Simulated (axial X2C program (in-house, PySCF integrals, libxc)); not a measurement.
# Potential curves of CoCl⁺, 2c

Computed with an axial X2C code built on PySCF integrals. Two-component (2c) means X2C with spin–orbit coupling and atomic mean-field two-electron Coulomb and Gaunt terms. Basis: Co dyall-cv3z [9s10p6d3f2g], Cl dyall-av3z [9s8p3d2f] (cores contracted in-house); Gaussian nuclei, density fitting, unrestricted open shells. Masses: Co 58.933 u, Cl 34.969 u.

State: Ω = 7/2 (⟨Sz⟩ = 1.50, ⟨Lz⟩ = 2.00 at HF). Energies in kJ/mol from the lowest point of each curve. Fits are polynomials in 1 − R0/R over 0.85 to 1.23 times the lowest point R0.

| R (Å) | CCSD(T) | PBE0 | HF | PBE50 |
| --- | --- | --- | --- | --- |
| 1.7600 |  | 97.19 | 178.80 | 111.78 |
| 1.8409 | 49.00 | 40.80 | 94.21 | 49.59 |
| 1.9016 | 21.63 | 16.41 | 52.05 | 21.62 |
| 1.9623 | 6.16 | 3.68 | 24.20 | 5.97 |
| 2.0230 | 0.00 | 0.00 | 7.79 | 0.00 |
| 2.0938 | 1.84 | 4.40 | 0.00 | 2.44 |
| 2.1646 | 10.93 | 15.72 | 1.59 | 12.48 |
| 2.2556 | 30.07 | 37.27 | 13.63 | 33.18 |
| 2.3669 |  | 70.18 | 38.42 | 65.93 |
| 2.5288 |  | 123.52 |  | 119.51 |

Correlated methods: 15 electrons correlated (number of frozen shells: Co 3 s, 2 p; Cl 2 s, 1 p), 249 virtual spin orbitals or spinors in MP2, 90 natural virtuals in coupled cluster.

The state is one determinant whose occupation by symmetry is held fixed; it was picked as the lowest of a PBE0 search that is not exhaustive. Density functionals use the spin component along the axis (collinear). CCSD and (T) use frozen natural virtuals with an MP2 correction for the truncation; (T) itself is uncorrected, so its De runs slightly low. Other states lie close and PBE0, whose exact exchange favours high spin, may order them wrongly; the determinant shown need not be the ground state. The nearest other 2c determinant of the search, Ω = 9/2, lies 0.05 eV up at the distance of the search. Without a current term, density functionals place determinants with orbital angular momentum somewhat too high. With several unpaired electrons one determinant need not be a pure state. The stretched end of a curve changes character and is left out. Coupled cluster ran on the points near the minimum only. MP2 and coupled cluster on one determinant become unreliable at the stretched end.

**Question.** What are Re and ωe at the CCSD(T) level?

**Answer.** At CCSD(T), 2c: Re = 2.043 Å, ωe ≈ 481 cm⁻¹; Be follows as 0.184 cm⁻¹.

**Question.** Fit the PBE0 curve near its minimum: give the equilibrium distance and the harmonic wavenumber.

**Answer.** At PBE0, 2c: Re = 2.022 Å, ωe ≈ 493 cm⁻¹; Be follows as 0.188 cm⁻¹.

**Question.** Fit the HF curve near its minimum: give the equilibrium distance and the harmonic wavenumber.

**Answer.** At HF, 2c: Re = 2.115 Å, ωe ≈ 468 cm⁻¹; Be follows as 0.172 cm⁻¹.

**Question.** What are Re and ωe at the PBE50 level?

**Answer.** At PBE50, 2c: Re = 2.039 Å, ωe ≈ 495 cm⁻¹; Be follows as 0.185 cm⁻¹.
